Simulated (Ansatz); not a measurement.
Breaking the Mg1–H2 bond in MgH (multiplicity 2 held). Energies count from the point at 1.743 Å.


Unrestricted levels (U-) break spin symmetry where that is lower. Active spaces are followed from rest. Full CI gives the lowest state of the spin. Curves can end on different states.

Correlated levels freeze the cores.

Run with Ansatz (Gaussian basis) for Hartree–Fock, density functionals and correlated methods. 

Energies in kJ/mol.

```json
[
 {"R (Å)": "1.394", "U-HF/def2-TZVPP": "74", "U-B3LYP/def2-TZVPP": "71", "U-MP2/def2-TZVPP": "71", "CASSCF(3,5)/def2-TZVPP": "72", "FIC-NEVPT4(SD) on CASSCF(3,5)/def2-TZVPP": "72", "FCI/def2-TZVPP": "73"},
 {"R (Å)": "1.568", "U-HF/def2-TZVPP": "14", "U-B3LYP/def2-TZVPP": "14", "U-MP2/def2-TZVPP": "13", "CASSCF(3,5)/def2-TZVPP": "13", "FIC-NEVPT4(SD) on CASSCF(3,5)/def2-TZVPP": "13", "FCI/def2-TZVPP": "14"},
 {"R (Å)": "1.743", "U-HF/def2-TZVPP": "0", "U-B3LYP/def2-TZVPP": "0", "U-MP2/def2-TZVPP": "0", "CASSCF(3,5)/def2-TZVPP": "0", "FIC-NEVPT4(SD) on CASSCF(3,5)/def2-TZVPP": "0", "FCI/def2-TZVPP": "0"},
 {"R (Å)": "1.917", "U-HF/def2-TZVPP": "11", "U-B3LYP/def2-TZVPP": "9", "U-MP2/def2-TZVPP": "12", "CASSCF(3,5)/def2-TZVPP": "10", "FIC-NEVPT4(SD) on CASSCF(3,5)/def2-TZVPP": "10", "FCI/def2-TZVPP": "10"},
 {"R (Å)": "2.091", "U-HF/def2-TZVPP": "33", "U-B3LYP/def2-TZVPP": "28", "U-MP2/def2-TZVPP": "37", "CASSCF(3,5)/def2-TZVPP": "31", "FIC-NEVPT4(SD) on CASSCF(3,5)/def2-TZVPP": "31", "FCI/def2-TZVPP": "31"},
 {"R (Å)": "2.353", "U-HF/def2-TZVPP": "69", "U-B3LYP/def2-TZVPP": "61", "U-MP2/def2-TZVPP": "82", "CASSCF(3,5)/def2-TZVPP": "70", "FIC-NEVPT4(SD) on CASSCF(3,5)/def2-TZVPP": "70", "FCI/def2-TZVPP": "67"},
 {"R (Å)": "2.614", "U-HF/def2-TZVPP": "93", "U-B3LYP/def2-TZVPP": "90", "U-MP2/def2-TZVPP": "115", "CASSCF(3,5)/def2-TZVPP": "108", "FIC-NEVPT4(SD) on CASSCF(3,5)/def2-TZVPP": "103", "FCI/def2-TZVPP": "99"},
 {"R (Å)": "3.050", "U-HF/def2-TZVPP": "110", "U-B3LYP/def2-TZVPP": "119", "U-MP2/def2-TZVPP": "134", "CASSCF(3,5)/def2-TZVPP": "104", "FIC-NEVPT4(SD) on CASSCF(3,5)/def2-TZVPP": "123", "FCI/def2-TZVPP": "125"},
 {"R (Å)": "3.485", "U-HF/def2-TZVPP": "113", "U-B3LYP/def2-TZVPP": "132", "U-MP2/def2-TZVPP": "135", "CASSCF(3,5)/def2-TZVPP": "104", "FIC-NEVPT4(SD) on CASSCF(3,5)/def2-TZVPP": "127", "FCI/def2-TZVPP": "131"},
 {"R (Å)": "4.008", "U-HF/def2-TZVPP": "113", "U-B3LYP/def2-TZVPP": "137", "U-MP2/def2-TZVPP": "133", "CASSCF(3,5)/def2-TZVPP": "102", "FIC-NEVPT4(SD) on CASSCF(3,5)/def2-TZVPP": "128", "FCI/def2-TZVPP": "132"},
 {"R (Å)": "4.705", "U-HF/def2-TZVPP": "113", "U-B3LYP/def2-TZVPP": "139", "U-MP2/def2-TZVPP": "133", "CASSCF(3,5)/def2-TZVPP": "102", "FIC-NEVPT4(SD) on CASSCF(3,5)/def2-TZVPP": "128", "FCI/def2-TZVPP": "132"},
 {"R (Å)": "5.577", "U-HF/def2-TZVPP": "112", "U-B3LYP/def2-TZVPP": "139", "U-MP2/def2-TZVPP": "133", "CASSCF(3,5)/def2-TZVPP": "102", "FIC-NEVPT4(SD) on CASSCF(3,5)/def2-TZVPP": "128", "FCI/def2-TZVPP": "132"},
 {"R (Å)": "6.971", "U-HF/def2-TZVPP": "112", "U-B3LYP/def2-TZVPP": "139", "U-MP2/def2-TZVPP": "133", "CASSCF(3,5)/def2-TZVPP": "102", "FIC-NEVPT4(SD) on CASSCF(3,5)/def2-TZVPP": "128", "FCI/def2-TZVPP": "132"}
]
```

Doubts at one or more of the structures used: a spin-contaminated determinant (U-HF/def2-TZVPP, U-MP2/def2-TZVPP).

Ansatz is a first-principles code.
